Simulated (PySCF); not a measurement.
# `C[C@H]1[GeH2][CH2]C[C@@H]1F`, C₅H₁₁FGe

Cartesian coordinates in Å; atom numbers follow the order of the lines, from 1:
```xyz
18

C     2.217    0.271   -0.332
C     0.836    0.372    0.301
Ge   -0.559    1.322   -0.757
C    -1.922   -0.072   -0.381
C    -1.302   -0.841    0.783
C     0.193   -0.995    0.515
F     0.791   -1.644    1.581
H     2.873   -0.345    0.281
H     2.151   -0.177   -1.323
H     2.661    1.260   -0.431
H     0.929    0.840    1.285
H    -0.893    2.693   -0.231
H    -0.214    1.487   -2.214
H    -2.038   -0.729   -1.244
H    -2.908    0.304   -0.120
H    -1.764   -1.820    0.920
H    -1.419   -0.278    1.713
H     0.359   -1.642   -0.357
```

The calculation used TDDFT B3LYP/def2-SVPD circular dichroism and optical rotation, one conformer, gas phase (PySCF). Geometry: GFN2-xTB.

The calculation is non-relativistic, which matters for the atoms heavier than Zn. States above about 7.7 eV (minus the energy of the highest occupied orbital) lie near or above the ionisation threshold and depend on the basis.

Problem. Draw the ECD and absorption spectra from the lowest 12 states, each a Gaussian of half-width 0.35 eV at 1/e height.

Solution. 
```
E (eV)  λ (nm)  Δε (L mol⁻¹ cm⁻¹)  ε (L mol⁻¹ cm⁻¹)
  6.46     192              -0.32               228
  6.61     188              -1.07               684
  6.76     183              -2.46              1450
  6.91     179              -3.75              2240
  7.06     176              -3.01              2740
  7.21     172              +1.84              3250
  7.36     169             +11.09              4470
  7.51     165             +21.80              6450
  7.66     162             +28.67              8300
  7.81     159             +27.80              8990
  7.96     156             +19.54              8290
  8.11     153              +7.40              6860
```
Δε uses R in velocity form, ε uses f in length form. Only the states computed contribute, so the short-wavelength end is incomplete.
